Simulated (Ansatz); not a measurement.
CH5BClNSn. Charge 0, multiplicity 1. Sn: def2 effective core potential. The bonds changed during the relaxation, so this is another structure than the one it started from. All single points use the PBE0-D4/def2-TZVP geometry. It is one conformer, not always the lowest.

```xyz
10

N    -0.869   -0.960    0.216
B     0.412   -0.811   -0.435
C     0.936    0.593   -0.644
Sn    0.457    0.815    1.586
Cl   -1.473    2.191    1.087
H    -1.216   -1.865    0.489
H    -1.608   -0.275    0.110
H     1.967    0.714   -0.965
H     0.285    1.386   -1.011
H     1.109   -1.787   -0.433
```

**Question.** What is the dipole moment at PBE/def2-TZVPP? (Estimate.)

**Answer.** Ansatz gave: 2.39 D, with components (0.60, -2.27, 0.49) D in this frame, pointing from negative to positive charge.

**Question.** And with r2SCAN, B3LYP, ωB97M-V? (Estimate.)

**Answer.** Computed: r2SCAN 2.50 D, B3LYP 2.55 D, ωB97M-V 2.53 D.

**Question.** Give the Mulliken charges with PBE, ωB97M-V, r2SCAN in def2-TZVPP. (An estimate is asked.)

**Answer.** The calculation gave: 
```tsv
atom	PBE	ωB97M-V	r2SCAN
N1	-0.25	-0.25	-0.30
B2	-0.14	-0.14	-0.04
C3	-0.38	-0.46	-0.42
Sn4	0.57	0.57	0.60
Cl5	-0.42	-0.41	-0.45
H6	0.18	0.15	0.19
H7	0.18	0.17	0.19
H8	0.11	0.13	0.09
H9	0.15	0.19	0.16
H10	-0.01	0.06	-0.02
```

B3LYP here is the variant with VWN-RPA as its local correlation; programs differ in this.
